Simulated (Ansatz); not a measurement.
BGaGeH₆O (`O[BH][GaH][GeH3]`). Total charge 0; spin multiplicity 1.

Cartesian coordinates in Å:
```
O -2.4277 1.1869 -0.0476
B -1.5685 0.6370 0.8420
Ga -0.2725 -0.8845 0.1999
Ge 1.9551 -0.4311 -0.7324
H -2.9722 1.8894 0.3210
H -1.5573 1.0605 1.9741
H -0.6146 -2.4214 0.3199
H 2.3161 1.0666 -0.8047
H 2.0778 -0.9870 -2.1674
H 3.0638 -1.1164 0.0951
```

Task: List the harmonic frequencies (cm⁻¹, unscaled) at PBE0-D4/def2-TZVP in Ansatz. (Estimate.)

Result: The calculation gave: 30, 51, 99, 186, 242, 343, 382, 416, 512, 534, 624, 790, 876, 881, 888, 981, 1181, 1340, 1921, 2112, 2119, 2126, 2514, 3838.

Task: Is this a minimum?

Result: Yes, all 24 modes are real.

Task: Give the ideal-gas thermochemistry at 298.15 K and 1 bar (rigid rotor, harmonic oscillator; point group C1, symmetry number 1).

Result: Zero-point energy 149.5 kJ/mol; H(298) − E = 173.6 kJ/mol; entropy 391.1 J/(mol·K), of which translation 173.3, rotation 118.6, vibration 99.2; G(298) − E = 57.0 kJ/mol. Modes under 100 cm⁻¹ are hindered rotations or soft bends, so the harmonic entropy is rough.

Task: Rotational constants (cm⁻¹)?

Result: 0.2037, 0.03569, 0.03171.
